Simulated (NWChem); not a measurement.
# InHBrF; SMILES [F][InH][Br]

```xyz
4

In    -0.3037    -0.8001     0.0000
H     -1.8095    -1.5915     0.0000
F      1.3705    -1.8071     0.0000
Br     0.1245     1.6303     0.0000
```
Atoms are numbered in this order, from 1.

Structure relaxed at the PBE0/def2-SVP level. No frequency run checked for a minimum. def2 effective core potentials on In; no spin-orbit coupling.

Symmetry labels are those of Cs in the frame above (b1 and b2, or b-type labels, depend on it).

Question: List the 4 lowest vertical singlet excitations from PBE0/def2-SVPD with def2 effective core potentials on In, TDA (NWChem).

Answer: 
```json
[
 {"state": "S1", "energy (eV)": "5.22", "oscillator strength": "0.024", "symmetry": "a'", "leading excitation (squared amplitude)": "HOMO → LUMO (0.97)"},
 {"state": "S2", "energy (eV)": "5.34", "oscillator strength": "0.004", "symmetry": "a\"", "leading excitation (squared amplitude)": "HOMO−1 → LUMO (0.52)"},
 {"state": "S3", "energy (eV)": "5.38", "oscillator strength": "0.015", "symmetry": "a\"", "leading excitation (squared amplitude)": "HOMO → LUMO+1 (0.52)"},
 {"state": "S4", "energy (eV)": "5.76", "oscillator strength": "0.006", "symmetry": "a'", "leading excitation (squared amplitude)": "HOMO−1 → LUMO+1 (0.87)"}
]
```
